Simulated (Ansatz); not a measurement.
Mulliken charges of `F[SiH2][O][ZnH]` from ωB97M-V/def2-TZVPP in Ansatz (PBE0-D4/def2-TZVP geometry).

```json
{"atom": "F1", "x (Å)": "-0.251", "y (Å)": "-0.301", "z (Å)": "-1.880", "charge (e)": "-0.336"}
{"atom": "Si2", "x (Å)": "0.041", "y (Å)": "0.829", "z (Å)": "-0.777", "charge (e)": "0.614"}
{"atom": "O3", "x (Å)": "0.094", "y (Å)": "0.177", "z (Å)": "0.685", "charge (e)": "-0.494"}
{"atom": "Zn4", "x (Å)": "-0.032", "y (Å)": "-1.344", "z (Å)": "1.588", "charge (e)": "0.403"}
{"atom": "H5", "x (Å)": "1.345", "y (Å)": "1.436", "z (Å)": "-1.139", "charge (e)": "-0.069"}
{"atom": "H6", "x (Å)": "-1.066", "y (Å)": "1.810", "z (Å)": "-0.884", "charge (e)": "-0.068"}
{"atom": "H7", "x (Å)": "-0.130", "y (Å)": "-2.607", "z (Å)": "2.408", "charge (e)": "-0.051"}
```

**Question.** By hand: the dipole of these point charges (1 e Å = 4.8032 D).

**Answer.** Σ q r = (0.036, -0.108, 0.472) e Å, of length 0.486 e Å = 2.33 D.

**Question.** How does the dipole of the full density compare? (An estimate is asked.)

**Answer.** The calculation gave: (0.021, -0.151, 0.390) e Å, 2.01 D; the point charges give 1.16 times that, at 8° from its direction.

Point charges leave out the atoms' own dipoles, such as those of lone pairs, and Mulliken's split depends on the basis, so the two needn't agree.
